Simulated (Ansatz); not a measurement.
`F[Si](F)(F)BCl` + H₂ → `BCl` + `F[SiH](F)F`  (hydrogenolysis of a B–Si bond)

Gas-phase electronic energies from Ansatz, PBE0-D4/def2-TZVP geometries. CCSD(T)/CBS is the MP2 limit (def2-TZVPP, def2-QZVPP) plus CCSD(T) − MP2 in def2-TZVPP, frozen cores. This one scheme is used for every species. DFT in def2-TZVPP. Each species was taken in one conformer, which may not be the lowest.

```tsv
species	PBE0 energy (Eh)
`F[Si](F)(F)BCl`	-1074.47696
H₂	-1.16849
`BCl`	-486.09532
`F[SiH](F)F`	-589.56728
```

Question: Work out ΔE.

Answer: ΔE = (-486.09532) + (-589.56728) − (-1074.47696) − (-1.16849) = -0.01715 Eh = -45.0 kJ/mol. CCSD(T)/CBS gives -47.3 kJ/mol.

Largest T1 diagnostic among the species: 0.013.

From r2SCAN to r2SCAN0 (25 % exact exchange), in def2-TZVPP and without D4, ΔE moves by −6.1 kJ/mol. The D4 term adds +10.4 kJ/mol with B3LYP and +5.7 kJ/mol with PBE0; it sums over pairs of atoms, weighted by their polarisabilities, and B3LYP, whose exchange is more repulsive, gets the larger term. Leaving LDA and LC-ωPBE aside and taking each functional with its dispersion term where it has one, the values, not all of them listed here, spread over 26.0 kJ/mol, from B2PLYP to revPBE-D4. LDA lies +4.0 kJ/mol from PBE without D4.

B3LYP here is the variant with VWN-RPA as its local correlation; programs differ in this.
